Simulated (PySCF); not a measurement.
# Low-lying terms of Se²²⁺ (selenium, charge +22)

Ground state [Ne] 3s2, ¹S. Calculation: PySCF 2.14, in an even-tempered Gaussian basis (20 s from 0.4 bohr⁻², ratio 2.5; 13 p from 0.512 bohr⁻², ratio 2.5; 8 d from 0.61 bohr⁻², ratio 2.7; 4 f from 19 bohr⁻², ratio 2.7); scalar relativity by spin-free X2C-1e. Vertical excitation energies in eV without spin-orbit coupling; excited terms of each kind are numbered among those the solver found. Frozen: 1s2.

```tsv
term	leading excitation	EOM-EE-CCSD
1 3P°	3s → p	50.821
1 1P°	3s → p	69.912
1 3D	3s → d	134.23
1 1D	3s → d	149.82
1 3S	3s → s	464.09
1 1S	3s → s	468.59
2 3P°	3s → p	489.36
2 3D	3s → d	518.89
```

The spin-orbit splitting of the hole, absent here, rivals or exceeds the spacing of these terms, so the LS terms are model states.

Doubly excited terms such as np² are absent. The solver can miss terms. The 22 highest virtual orbitals were dropped.
